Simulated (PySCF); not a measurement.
**Excitation energy of B⁺ by level of theory**

B⁺ [He] 2s2 (1S) → B⁺ [He] 2s1 3d1 (3D), as a difference of total energies. Calculation: PySCF 2.14, in dyall-acv3z (15s9p4d2f, 76 functions); no relativity, point nucleus. Correlated levels: valence: 1s2 frozen; virtual orbitals above 40 to 60 times the deepest correlated orbital energy dropped. The calculations carry no spin-orbit coupling.

```tsv
method	excitation energy (eV)
UHF	17.246
MP2 (valence)	18.175
SCS-MP2 (valence)	18.444
CCSD (valence)	18.696
```

Question: How much does correlation contribute at MP2 (valence)?

Answer: 18.175 − (17.246) = 0.929 eV, measured against UHF.

The promoted electron is Rydberg-like, and one or two diffuse shells describe it only roughly, which tends to raise the upper state.

With two correlated electrons CCSD is exact in that space.
